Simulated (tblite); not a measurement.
Compound: C3H12ClPSi2.
SMILES with atom numbers: `[CH3:1][CH:2]([CH3:3])[SiH2:4][PH:5][SiH2:6][Cl:7]` (hydrogens: H8, H9, H10 on C1; H11 on C2; H12, H13, H14 on C3; H15, H16 on Si4; H17 on P5; H18, H19 on Si6)

The geometry is computed with GFN2-xTB (gas phase).

Q: What internal coordinates does the optimisation give?

A: 
| bond | length (Å) |
| --- | --- |
| C1–C2, C2–C3 | 1.526 |
| C2–Si4 | 1.910 |
| Si4–P5 | 2.244 |
| P5–Si6 | 2.231 |
| Si6–Cl7 | 2.013 |
| C1–H8 and 5 like bonds | 1.089 |
| C2–H11 | 1.096 |
| Si4–H15, Si4–H16 | 1.470 |
| P5–H17 | 1.379 |
| Si6–H18, Si6–H19 | 1.463 |

Bonds in one row agree within 0.01 Å and their mean is given. A selection of angles:
| angle | degrees |
| --- | --- |
| C2–C1–H8 | 110.6 |
| H8–C1–H9 | 108.2 |
| C1–C2–C3 | 110.6 |
| C1–C2–Si4 | 111.4 |
| C1–C2–H11 | 107.8 |
| Si4–C2–H11 | 108.6 |
| C2–Si4–P5 | 108.1 |
| C2–Si4–H15 | 110.1 |
| C2–Si4–H16 | 111.7 |
| P5–Si4–H15 | 112.7 |
| P5–Si4–H16 | 105.6 |
| H15–Si4–H16 | 108.6 |
| Si4–P5–Si6 | 102.6 |
| Si4–P5–H17 | 95.1 |
| Si6–P5–H17 | 94.2 |
| P5–Si6–Cl7 | 107.8 |
| P5–Si6–H18 | 108.0 |
| P5–Si6–H19 | 115.8 |
| Cl7–Si6–H18 | 108.3 |
| H18–Si6–H19 | 109.7 |

Torsions: C1–C2–Si4–P5 -176° (antiperiplanar); C2–Si4–P5–Si6 -68° (synclinal); Si4–P5–Si6–Cl7 81° (synclinal). The mirror-image conformer, all signs reversed, is as good.

Of the pairs four or more bonds apart, P5···H13 is among the closest relative to their van der Waals radii: 2.95 Å, 98 % of the sum of Bondi's values. Si6 (chlorine-bound silicon) is distorted tetrahedral (angles from 107.1° to 115.8°). P5 (three-coordinate phosphorus) is pyramidal (angles 102.6°, 95.1° and 94.2°, sum 291.9°, 0.92 Å off the plane of its three neighbours). Si4 (SiH2 silicon) is distorted tetrahedral (angles from 105.6° to 112.7°).

Point group: C1 (no symmetry element, even within 0.4 Å). Its GFN2-xTB frequencies are all real (lowest 24 cm⁻¹). One conformer, not necessarily the lowest. 3 starts were optimised and ended at 0.00, 0.62 and 1.80 kcal/mol (GFN2-xTB); the lowest of these is shown.
